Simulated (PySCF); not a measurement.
**Computed properties of Si(H)3(SeH) (H4SeSi), SMILES [SiH3][SeH]**

H₄SeSi, SMILES [SiH3][SeH]. Coordinates come from a PBE0-D3(BJ)/def2-TZVP optimisation. Other conformers were not sampled. All values are computed for the isolated molecule unless a solvent is named; none is compared with measurement here.

**Structure.** The optimised structure has Cs symmetry. All 12 harmonic modes at PBE0-D3(BJ)/def2-TZVP (PySCF) are real, so it is a minimum.

**Vibrations.** The strongest infrared lines (harmonic, unscaled, degenerate partners summed) lie at 908 cm⁻¹ (292 km/mol, H 93 %), 2237 cm⁻¹ (91 km/mol, H 96 %), 2251 cm⁻¹ (76 km/mol, H 96 %). The softest mode is at 170 cm⁻¹ and the zero-point energy is 20.5 kcal/mol.

**Electronic structure.** HF/def2-TZVPD (PySCF) places the frontier levels at -9.68 and 1.42 eV, a gap of 11.10 eV, and gives a dipole moment of 1.08 D and a mean polarisability of 55.7 bohr³.

**Excitations.** TDDFT-ωB97X/def2-SVPD (PySCF) has S1 at 5.44 eV (228 nm, f = 0.000, dark); the most intense of the 10 singlets computed lies at 8.10 eV (f = 0.25). T1 (TDA) is at 5.07 eV. No vertical singlet excitation falls in the visible range (under 3.1 eV).

**NMR.** GIAO shifts at PBE0/pcSseg-2 (PySCF) (non-relativistic, atoms alike by connectivity averaged): ¹H from 0.5 to 4.9 ppm against TMS; ²⁹Si at -59.9 ppm against TMS.
